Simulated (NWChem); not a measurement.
System: octafluoropropane (C₃F₈); SMILES FC(F)(F)C(F)(F)C(F)(F)F

Here is an NWChem input.

```
start job
memory heap 200 mb stack 900 mb global 1100 mb
geometry units angstroms noautosym nocenter noautoz
  F     -1.377208    -1.100609     1.007271
  C     -1.316800    -0.004750     0.234334
  F     -1.380115     1.085102     1.015229
  F     -2.364544    -0.003161    -0.602465
  C      0.000000     0.000000    -0.598423
  F     -0.003941     1.104853    -1.381573
  F      0.003941    -1.104853    -1.381573
  C      1.316800     0.004750     0.234334
  F      1.380115    -1.085102     1.015229
  F      2.364544     0.003161    -0.602465
  F      1.377208     1.100609     1.007271
end
basis spherical
  * library 6-31g*
end
dft
  xc hfexch
  iterations 150
  mulliken
end
task dft energy
esp
  recalculate
  probe 0.07
  range 0.3
  factor 1.0
  spacing 0.02
end
task esp
```

Parts of the log:

```
             Northwest Computational Chemistry Package (NWChem) 7.3.0
             --------------------------------------------------------

                             Geometry "geometry" -> ""
                             -------------------------

 Output coordinates in angstroms (scale by  1.889725989 to convert to a.u.)

  No.       Tag          Charge          X              Y              Z
 ---- ---------------- ---------- -------------- -------------- --------------
    1 F                    9.0000    -1.37720800    -1.10060900     1.00727100
    2 C                    6.0000    -1.31680000    -0.00475000     0.23433400
    3 F                    9.0000    -1.38011500     1.08510200     1.01522900
    4 F                    9.0000    -2.36454400    -0.00316100    -0.60246500
    5 C                    6.0000     0.00000000     0.00000000    -0.59842300
    6 F                    9.0000    -0.00394100     1.10485300    -1.38157300
    7 F                    9.0000     0.00394100    -1.10485300    -1.38157300
    8 C                    6.0000     1.31680000     0.00475000     0.23433400
    9 F                    9.0000     1.38011500    -1.08510200     1.01522900
   10 F                    9.0000     2.36454400     0.00316100    -0.60246500
   11 F                    9.0000     1.37720800     1.10060900     1.00727100

 Effective nuclear repulsion energy (a.u.)     791.1973601412

  xc_inp: hfexch multiplicative factor not found.

                                 NWChem DFT Module
                                 -----------------

 Summary of "ao basis" -> "ao basis" (spherical)
 ------------------------------------------------------------------------------
       Tag                 Description            Shells   Functions and Types
 ---------------- ------------------------------  ------  ---------------------
 F                           6-31g*                  6       14   3s2p1d
 C                           6-31g*                  6       14   3s2p1d

            General Information
            -------------------
          SCF calculation type: DFT
          Wavefunction type:  closed shell.
          No. of atoms     :    11
          No. of electrons :    90
           Alpha electrons :    45
            Beta electrons :    45
          Charge           :     0
          Spin multiplicity:     1
          Use of symmetry is: off; symmetry adaption is: off
          Maximum number of iterations: 150
          AO basis - number of functions:   154
                     number of shells:    66
          Convergence on energy requested:  1.00D-06
          Convergence on density requested:  1.00D-05
          Convergence on gradient requested:  5.00D-04

              XC Information
              --------------
                     Hartree-Fock (Exact) Exchange  1.000

      Superposition of Atomic Density Guess
      -------------------------------------

 Sum of atomic energies:        -907.95941863

      Non-variational initial energy
      ------------------------------

 Total energy =    -911.022638
 1-e energy   =   -2845.178876
 2-e energy   =    1142.958877
 HOMO         =      -0.316682
 LUMO         =       0.194627

     ---------------------------------------------
      Total Density - Mulliken Population Analysis
     ---------------------------------------------

[...]

                     NWChem Electrostatic Potential Fit Module
                     -----------------------------------------

 Atom parameters

 Number of atoms is                                   11
 Number of basis functions is                        154

 Grid parameters

 Maximum number of grid points is                  42004
 Number of grid points is                          42003
 Grid range                                     0.300000 nm
 Grid spacing                                   0.020000 nm
 Probe radius                                   0.070000 nm
 Atom radius factor                             1.000000

 Atomic radii

    6    0.147000
    9    0.128000
 FASTESP  F
  using M.O. file = ./job.movecs

    Atom              Coordinates                           Charge

                                                  ESP

    1 F    -0.137721   -0.110061    0.100727   -0.244583
    2 C    -0.131680   -0.000475    0.023433    0.753143
    3 F    -0.138012    0.108510    0.101523   -0.244644
    4 F    -0.236454   -0.000316   -0.060247   -0.212855
    5 C     0.000000    0.000000   -0.059842    0.314345
    6 F    -0.000394    0.110485   -0.138157   -0.208537
    7 F     0.000394   -0.110485   -0.138157   -0.208418
    8 C     0.131680    0.000475    0.023433    0.755734
    9 F     0.138012   -0.108510    0.101523   -0.245482
   10 F     0.236454    0.000316   -0.060247   -0.213373
   11 F     0.137721    0.110061    0.100727   -0.245329
                                            ------------
                                               -0.000000

 Dipole moment                                  0.013695

 Quadrupole moment Qxx                          0.639707
                   Qyy                          0.104186
                   Qzz                         -0.743894

 RMS deviation kJ/mol                           0.042825

 RRMS %                                        29.768133
```

Level: Hartree-Fock/6-31G* (spherical d). All runs use the structure optimised with PBE-D3(BJ)/def2-SVP. Not confirmed as a minimum by frequencies.
